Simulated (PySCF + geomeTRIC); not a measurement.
Species: [Mo(Cl)4(F)2] (charge 0, multiplicity 1).

Task: Give a relaxed geometry from TPSS-D3(BJ)/def2-SVP (PySCF + geomeTRIC).

Result: the end point of this relaxation.
Cartesian coordinates (Å) in one orientation:
```xyz
7

Mo     0.095     0.065     0.027
Cl     0.461    -1.045    -1.964
Cl     2.147    -0.590     0.826
Cl    -0.404     1.114     2.020
Cl     0.945     2.012    -0.845
F     -1.597     0.528    -0.590
F     -0.662    -1.490     0.708
```
